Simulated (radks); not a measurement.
Results of a calculation; reference values are marked as such.
All-electron atom: Se14+ in [Ar] 3d2 (the NIST ground configuration). Code: a radial shooting solver on a logarithmic mesh with Libxc functionals. Model: Dirac Kohn-Sham, PBE, spin-unpolarised, spherical densities, finite nucleus; open shells fill j = l - 1/2 first; Fermi nuclear charge, rms radius 4.14 fm.

Spin-orbit splittings of the eigenvalues, e(l+1/2) - e(l-1/2), with zeta = 2 splitting/(2l+1) and mean radii in bohr:

| shell | occ. | splitting (eV) | zeta (eV) | <r> j=l-1/2 | <r> j=l+1/2 |
|---|---|---|---|---|---|
| 2p | 6 | 41.91 | 27.94 | 0.1679 | 0.1716 |
| 3p | 6 | 7.728 | 5.152 | 0.5147 | 0.5217 |
| 3d | 2 | ? | ? | 0.4841 | 0.4862 |
| 4p | 0 | 2.273 | 1.515 | 1.111 | 1.121 |

Estimate the 3d splitting.

Answer. 1.465 eV (zeta = 0.5861 eV).
